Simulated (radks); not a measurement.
Values are calculated unless marked as measured or tabulated.
Coulomb parameter of the 4f shell of neutral erbium in the model configuration [Xe] 4f11 6s2 6p1, as a second difference U = [E(n + 0.5) + E(n - 0.5) - 2 E(n)] / (0.5)^2 with all orbitals relaxed. "Bare": the charge of the atom changes with n. "Screened": the 6p shell takes up the change at fixed total charge, which measures U(4f,4f) + U(6p,6p) - 2 U(4f,6p). Code: a radial shooting solver on a logarithmic mesh with Libxc functionals. Model: scalar-relativistic Kohn-Sham, r2SCAN, spin-unpolarised, spherical densities, finite nucleus; meta-GGA in the generalised Kohn-Sham scheme; Fermi nuclear charge, rms radius 5.2516 fm.

case                   configuration  E - E(n) (eV)
start              [Xe] 4f11 6s2 6p1          0.000
bare +0.5        [Xe] 4f11.5 6s2 6p1         -4.587
bare -0.5        [Xe] 4f10.5 6s2 6p1          8.432
screened +0.5  [Xe] 4f11.5 6s2 6p0.5         -4.175
screened -0.5  [Xe] 4f10.5 6s2 6p1.5          6.545

U(bare) = 15.380 eV, U(screened by 6p) = 9.480 eV, against the Slater integral F0(4f,4f) = 33.054 eV with frozen orbitals. The step up makes a negative ion, whose loosely bound charge lowers the bare value.
